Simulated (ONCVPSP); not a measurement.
**PBE ONCV dataset for sulfur, non-relativistic all-electron reference.**

sulfur (S), optimised norm-conserving Vanderbilt (ONCV), made with ONCVPSP 4.0.1 (PBE, non-relativistic). Core [Ne], reference 3s1 3p5. Waves: 3s: rc 1.25 bohr, ncon 4, nbas 7, qcut 4.7 1/bohr, 2 projectors, debl 2.8 Ha; 3p: rc 1.15 bohr, ncon 4, nbas 7, qcut 6.7 1/bohr, 2 projectors, debl 1.7 Ha; d scattering state at 0.25 Ha: rc 1.20 bohr, ncon 4, nbas 7, qcut 9.4 1/bohr, 3 projectors, debl 2.4 Ha. Local part: polynomial inside 1.10 bohr (lpopt 5, dvloc0 0 Ha). Core correction: polynomial model core, fcfact 0.4.

Question: Estimate the cutoffs (Ha) at which the residual kinetic energy of the hardest occupied pseudo-wave falls to 1 and 0.1 mHa per electron.

Answer: 78 Ha and 109 Ha.

Question: What does a ghost test show?

Answer: Ghosts flagged at negative energy: p at -100.4 eV; GHOST(+) flagged for s at 155.2 eV. A true bound ghost makes a file unfit for plane-wave use.

Question: Which valence shell sets the plane-wave cutoff?

Answer: 3p: 78 Ha for 1 mHa per electron, against 13 Ha for 3s.

Question: Tests: 3s2 3p4; 3s2 3p3; 3s2 3p2; 3s2 3p0. Which has the largest error in its energy relative to the reference configuration, and how large is it?

Answer: 3s2 3p0, with +114 meV (all-electron minus pseudo) on +104.75 eV.
